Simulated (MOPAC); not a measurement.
MOPAC input (PM7):

```
PM7 1SCF CHARGE=-1 GEO-OK AUX(PRECISION=9) THREADS=1
HCl2S2Si

S    -0.16296500 1    0.52611300 1    2.12450300 1
Si   -0.02151200 1    0.05079400 1    0.19520600 1
S     1.76011800 1   -1.06679300 1   -0.41507700 1
Cl   -0.09423100 1    1.69119500 1   -1.16458300 1
Cl   -1.53610700 1   -1.18791900 1   -0.64246100 1
H     2.46247400 1   -0.61592000 1    0.63603600 1
```

Output:

```
 *******************************************************************************
 **                                                                           **
 **                              MOPAC v23.2.5                                **
 **                                                                           **
 *******************************************************************************
 ** MOPAC's Digital Object Identifier: https://doi.org/10.5281/zenodo.6511958 **
 **                                                                           **
 ** Please cite the open-source release paper for use of this MOPAC version:  **
 ** J. E. Moussa and J. J. P. Stewart (2026)                                  **
 ** MOPAC: An open-source semiempirical molecular orbital program             **
 ** J. Open Source Softw., 11(119), 8025, https://doi.org/10.21105/joss.08025 **
 *******************************************************************************

                              PM7 CALCULATION RESULTS

 *******************************************************************************
 *  PM7        - The PM7 Hamiltonian to be used
 *  GEO-OK     - OVERRIDE INTERATOMIC DISTANCE AND OTHER SAFETY CHECKS
 *
 *
 *
 *                 CHARGE ON SYSTEM = -1
 *
 *
 *
 *  1SCF       - DO 1 SCF AND THEN STOP
 *  AUX        - OUTPUT AUXILIARY INFORMATION
 *******************************************************************************
PM7 1SCF CHARGE=-1 GEO-OK AUX(PRECISION=9) THREADS=1
 HCl2S2Si

   ATOM   CHEMICAL          X               Y               Z
  NUMBER   SYMBOL      (ANGSTROMS)     (ANGSTROMS)     (ANGSTROMS)

     1       S         -0.16296500  *   0.52611300  *   2.12450300  *
     2      Si         -0.02151200  *   0.05079400  *   0.19520600  *
     3       S          1.76011800  *  -1.06679300  *  -0.41507700  *
     4      Cl         -0.09423100  *   1.69119500  *  -1.16458300  *
     5      Cl         -1.53610700  *  -1.18791900  *  -0.64246100  *
     6       H          2.46247400  *  -0.61592000  *   0.63603600  *

          CARTESIAN COORDINATES

    NO.       ATOM           X           Y           Z

     1         S         -0.1630      0.5261      2.1245
     2        Si         -0.0215      0.0508      0.1952
     3         S          1.7601     -1.0668     -0.4151
     4        Cl         -0.0942      1.6912     -1.1646
     5        Cl         -1.5361     -1.1879     -0.6425
     6         H          2.4625     -0.6159      0.6360

 General Reference for PM7:
 "Optimization of Parameters for Semiempirical Methods VI: More Modifications to the
 NDDO Approximations and Re-optimization of Parameters", J. J. P. Stewart, J. Mol. Mod., 1:32, 19 (2013)
 https://link.springer.com/article/10.1007/s00894-012-1667-x

           Empirical Formula: H S2 Si Cl2  =     6 atoms

      MOLECULAR POINT GROUP   :   C1

      RHF CALCULATION, NO. OF DOUBLY OCCUPIED LEVELS = 16

 -------------------------------------------------------------------------------
 PM7 1SCF CHARGE=-1 GEO-OK AUX(PRECISION=9) THREADS=1
 HCl2S2Si

     1SCF WAS SPECIFIED, SO BFGS WAS NOT USED
     SCF FIELD WAS ACHIEVED

                              PM7 CALCULATION
                                                       MOPAC v23.2.5 Linux

          FINAL HEAT OF FORMATION =       -161.38133 KCAL/MOL =    -675.21950 KJ/MOL

          COSMO AREA              =        155.30 SQUARE ANGSTROMS
          COSMO VOLUME            =        155.55 CUBIC ANGSTROMS

          IONIZATION POTENTIAL    =          4.931343 EV
          HOMO LUMO ENERGIES (EV) =         -4.931  2.390
          NO. OF FILLED LEVELS    =         16
          MOLECULAR WEIGHT        =        164.1194         POINT GROUP:  C1

          MOLECULAR DIMENSIONS (Angstroms)

            Atom       Atom       Distance
            H     6   Cl     5     4.23679
            S     1    S     3     3.46269
           Cl     4   Cl     5     2.79858

          SCF CALCULATIONS        =          1

   ATOM   CHEMICAL          X               Y               Z
  NUMBER   SYMBOL      (ANGSTROMS)     (ANGSTROMS)     (ANGSTROMS)

     1       S         -0.16296500  *   0.52611300  *   2.12450300  *
     2      Si         -0.02151200  *   0.05079400  *   0.19520600  *
     3       S          1.76011800  *  -1.06679300  *  -0.41507700  *
     4      Cl         -0.09423100  *   1.69119500  *  -1.16458300  *
     5      Cl         -1.53610700  *  -1.18791900  *  -0.64246100  *
     6       H          2.46247400  *  -0.61592000  *   0.63603600  *

                             CARTESIAN COORDINATES

   1    S       -0.162965000     0.526113000     2.124503000
   2   Si       -0.021512000     0.050794000     0.195206000
   3    S        1.760118000    -1.066793000    -0.415077000
   4   Cl       -0.094231000     1.691195000    -1.164583000
   5   Cl       -1.536107000    -1.187919000    -0.642461000
   6    H        2.462474000    -0.615920000     0.636036000

           Empirical Formula: H S2 Si Cl2  =     6 atoms

      MOLECULAR POINT GROUP   :   C1

                  EIGENVALUES
 -24.12045 -21.94131 -21.31748 -21.06162 -11.32325  -9.97339  -9.59069  -8.76212
  -8.35014  -7.70491  -7.50998  -7.29074  -6.74885  -5.89012  -5.05861  -4.93134
   2.39023   2.58219   3.04488   3.15288   3.55150   3.59168   3.70164   3.77541
   4.75914   4.76595   4.78119   4.86169   4.86207   6.61314   7.84988  24.92841
  24.95549  25.31143  25.39471  25.59778  74.67009  74.83640  75.15541  75.38208
  75.42431  75.57430  75.81687  75.82539  76.16590  76.24257

              NET ATOMIC CHARGES AND DIPOLE CONTRIBUTIONS

  ATOM NO.   TYPE          CHARGE      No. of ELECS.   s-Pop       p-Pop       d-Pop
    1          S          -0.559930        6.5599     1.92503     4.59610     0.03880
    2         Si           0.346064        3.6539     0.78050     2.64630     0.22714
    3          S          -0.351806        6.3518     1.88010     4.37776     0.09395
    4         Cl          -0.312243        7.3122     1.98168     5.32845     0.00211
    5         Cl          -0.304727        7.3047     1.98152     5.32107     0.00214
    6          H           0.182643        0.8174     0.81736
 DIPOLE           X         Y         Z       TOTAL
 POINT-CHG.     1.840    -0.827    -1.535     2.535
 HYBRID        -0.291     0.165    -0.171     0.376
 SUM            1.549    -0.662    -1.706     2.398

          ATOMIC ORBITAL ELECTRON POPULATIONS

     Atom    s        px        py        pz      x^2-y^2     xz        z^2       yz        xy
    1  S   1.92503   1.75390   1.71237   1.12983   0.00087   0.00669   0.02123   0.00940   0.00061
    2 Si   0.78050   0.86612   0.82714   0.95304   0.03617   0.05079   0.04704   0.05176   0.04138
    3  S   1.88010   1.26523   1.68840   1.42412   0.00297   0.03980   0.01675   0.01723   0.01720
    4 Cl   1.98168   1.95562   1.63492   1.73792   0.00041   0.00010   0.00040   0.00079   0.00041
    5 Cl   1.98152   1.67989   1.76655   1.87463   0.00049   0.00035   0.00032   0.00034   0.00064
    6  H   0.81736

 **********************
 *                    *
 * JOB ENDED NORMALLY *
 *                    *
 **********************

 == MOPAC DONE ==
```

The dipole moment of an ion depends on the origin.

The geometry given is a B3LYP-D3(BJ)/def2-TZVP minimum.
